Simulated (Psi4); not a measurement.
A dimer, HCl ··· CH3Cl (SMILES Cl and CCl); the first 2 atoms form monomer A.

```
7

Cl     0.6410     0.0000     0.0000
H     -0.6410     0.0000     0.0000
C     -1.4091    -0.7632    -2.7103
Cl    -2.4976    -0.2234    -1.3899
H     -1.9502    -0.6940    -3.6491
H     -0.5389    -0.1139    -2.7228
H     -1.1162    -1.7900    -2.5136
```

Problem. What interaction energy does Psi4 with SAPT0/jun-cc-pVDZ, frozen core give, and which attractive term is the largest?

Solution. Total -7.25 kJ/mol: electrostatics -27.22, exchange 41.19, induction -10.56, dispersion -10.68. The most attractive term is electrostatics.
